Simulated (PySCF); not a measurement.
Species: C4H2FN2 (doublet state).
Structure used (GFN2-xTB), in Å, numbered top down from 1:
```
atom  x, y, z in Å
N1    -2.2474    2.1254    0.3930
C2    -1.9394    1.0538    0.0995
C3    -1.5857   -0.2376   -0.2664
N4    -0.3496   -0.6502   -0.3548
C5     0.8189   -0.3947   -0.5432
C6     2.1117   -0.3726   -0.7636
F7     2.9672    0.2535    0.0726
H8    -2.3621   -0.9767   -0.4024
H9     2.6000   -0.7950   -1.6289
```

Identity: `N(=C/C#N)/[C]=C/F` [radical].

Computed with UKS B3LYP, pcH-1 on C F H N, non-relativistic, mean-field spin-orbit, GIAO (PySCF). Geometry: GFN2-xTB; no solvent, vibrations or thermal averaging. The geometry wasn't refined by DFT: couplings that depend on bond lengths, twists or pyramidal angles can differ widely from those at the functional's own minimum. The frame is twisted about the C3–N4 bond at this geometry (dihedral C2–C3–N4–C5 = -27°); couplings at other torsion angles weren't computed. Stability of the SCF solution: not tested.

Task: Predict the first-order ENDOR lines of C3, C2, C5, C6, N4, N1, F7, H8 and H9 under fast tumbling at B = 3357.2 mT (W band).

Result: For S = 1/2 in fast tumbling each set of equivalent nuclei gives two lines, ν± = |νn ± a/2| to first order, with νn = g_N μN B/h and μN/h = 7.62259 MHz/T.

```
nuclei  isotope     g_N  νn (MHz)  a_iso (MHz)  lower line (MHz)  upper line (MHz)
    C3      13C  1.4048     35.95        41.80             15.05             56.85
    C2      13C  1.4048     35.95       -21.64             25.13             46.77
    C5      13C  1.4048     35.95         7.11             32.39             39.51
    C6      13C  1.4048     35.95         4.81             33.54             38.36
    N4      14N  0.4038     10.33        10.89              4.89             15.78
    N1      14N  0.4038     10.33         5.12              7.77             12.89
    F7      19F  5.2577    134.55       132.34             68.38            200.72
    H8       1H  5.5857    142.94       -15.03            135.43            150.46
    H9       1H  5.5857    142.94         9.86            138.01            147.87
```

The rows for 13C, of low natural abundance, apply to labelled samples.

Task: Which pairs are centred on the nuclear Larmor frequency, and which on half the coupling?

Result: Centred on νn, since |a| < 2νn: C3, C2, C5, C6, N4, N1, F7, H8 and H9. No pair has |a| > 2νn.

Task: At what field would the lower line of C6 fall to zero frequency?

Result: Where νn = |a|/2, that is B = 2.41 MHz/(1.4048 × 7.62259 MHz/T) = 225 mT, as far as first order holds there.

The SMILES draws the unpaired electron on C5; the largest computed Mulliken spin population is on C3 (0.46 against 0.17).
